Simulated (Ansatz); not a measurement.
C9H25NSi2 (`C[SiH](C)N(C(C)(C)C)[Si](C)(C)C`), relaxed with RKS PBE0-D4/def2-TZVP in Ansatz from a PBE-D4/def2-SVP geometry. The force threshold is 0.005 eV/Å; the program also tests the step.

Charge 0, multiplicity 1.

Start:

```xyz
37

C    -1.711    2.479   -0.269
Si   -0.034    1.688   -0.676
C     0.463    2.082   -2.461
N     0.116   -0.016   -0.192
C    -0.792   -1.069   -0.746
C    -0.010   -2.365   -1.046
C    -1.405   -0.618   -2.087
C    -1.945   -1.352    0.242
Si    1.089   -0.218    1.305
C     2.875    0.324    0.983
C     1.228   -1.990    1.978
C     0.333    0.801    2.719
H    -1.957    2.323    0.801
H    -1.663    3.573   -0.452
H    -2.549    2.076   -0.873
H     0.974    2.393    0.193
H     0.693    3.165   -2.537
H    -0.327    1.851   -3.202
H     1.378    1.520   -2.741
H     0.851   -2.142   -1.708
H    -0.663   -3.100   -1.560
H     0.373   -2.847   -0.131
H    -1.997    0.313   -1.991
H    -2.095   -1.400   -2.462
H    -0.623   -0.464   -2.855
H    -2.631   -2.133   -0.146
H    -1.560   -1.698    1.221
H    -2.536   -0.430    0.419
H     2.956    1.393    0.703
H     3.494    0.162    1.890
H     3.311   -0.279    0.160
H     1.742   -1.904    2.959
H     0.259   -2.494    2.161
H     1.851   -2.646    1.339
H     0.937    0.700    3.644
H    -0.694    0.444    2.943
H     0.271    1.880    2.473
```

```
step  energy (eV)  largest force (eV/Å)  largest move (Å)
   1  -26974.6212                 0.518             0.000
   2  -26974.7726                 0.285             0.042
   3  -26974.7915                 0.050             0.031
   4  -26974.7920                 0.031             0.020
   5  -26974.7924                 0.025             0.018
   6  -26974.7926                 0.007             0.009
   7  -26974.7926                 0.004             0.008
   8  -26974.7926                 0.003             0.006
```

End:

```xyz
37

C    -1.709    2.446   -0.264
Si   -0.049    1.661   -0.653
C     0.450    2.058   -2.416
N     0.102   -0.009   -0.174
C    -0.784   -1.057   -0.736
C    -0.005   -2.341   -1.022
C    -1.373   -0.613   -2.074
C    -1.941   -1.343    0.224
Si    1.075   -0.207    1.282
C     2.846    0.308    0.946
C     1.205   -1.957    1.960
C     0.358    0.808    2.692
H    -1.972    2.279    0.784
H    -1.642    3.527   -0.422
H    -2.530    2.075   -0.881
H     0.939    2.363    0.213
H     0.678    3.126   -2.479
H    -0.329    1.840   -3.148
H     1.351    1.508   -2.697
H     0.867   -2.118   -1.641
H    -0.638   -3.048   -1.565
H     0.332   -2.834   -0.115
H    -1.954    0.307   -1.989
H    -2.050   -1.386   -2.445
H    -0.589   -0.467   -2.818
H    -2.592   -2.129   -0.168
H    -1.573   -1.667    1.199
H    -2.542   -0.443    0.373
H     2.939    1.355    0.655
H     3.457    0.152    1.840
H     3.268   -0.304    0.143
H     1.702   -1.861    2.932
H     0.251   -2.456    2.135
H     1.829   -2.605    1.343
H     0.976    0.703    3.589
H    -0.648    0.456    2.940
H     0.293    1.871    2.456
```

Hardware: 11 threads of an AMD EPYC 7R13 on a shared host and a whole NVIDIA H100 80 GB. Wall time 35 s, peak host memory 1.4 GiB.
